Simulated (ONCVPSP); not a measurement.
**Reading a pseudo-wave (nitrogen (N))**

Columns: radius, all-electron u(r) and pseudo u(r) of the 2s shell (level -25.09 eV) of nitrogen in the configuration [He] 2s2 2p2.5; PBE, non-relativistic, ONCV scheme, ONCVPSP 4.0.1.

```tsv
r (bohr)	all-electron	pseudo
0.088	-0.3792	0.0590
0.175	-0.3458	0.1269
0.262	-0.1527	0.2095
0.350	0.0857	0.3090
0.438	0.3126	0.4231
0.525	0.5035	0.5452
0.612	0.6550	0.6650
0.700	0.7681	0.7690
0.788	0.8445	0.8445
0.875	0.8893	0.8893
0.962	0.9089	0.9089
1.050	0.9084	0.9084
1.138	0.8923	0.8923
1.225	0.8650	0.8650
1.312	0.8297	0.8297
1.400	0.7884	0.7884
1.487	0.7442	0.7442
1.575	0.6978	0.6978
1.662	0.6514	0.6514
1.750	0.6050	0.6050
1.838	0.5598	0.5598
1.925	0.5167	0.5167
2.012	0.4756	0.4756
2.100	0.4363	0.4363
2.188	0.3994	0.3994
2.275	0.3653	0.3653
```

**Question.** How many radial nodes do the two functions have?

**Answer.** The all-electron 2s function has n − l − 1 = 1; the pseudo-wave has 0, since the states of the same l below it are removed with the core.

**Question.** At about which radius was the pseudo-wave matched?

**Answer.** 0.80 bohr, where the columns begin to agree (steps of 0.09 bohr).

**Question.** Is the pseudo-wave norm-conserving?

**Answer.** Yes: the ONCV scheme keeps the norm inside the radius equal to the all-electron one, which fixes the energy derivative of the logarithmic derivative at the level.
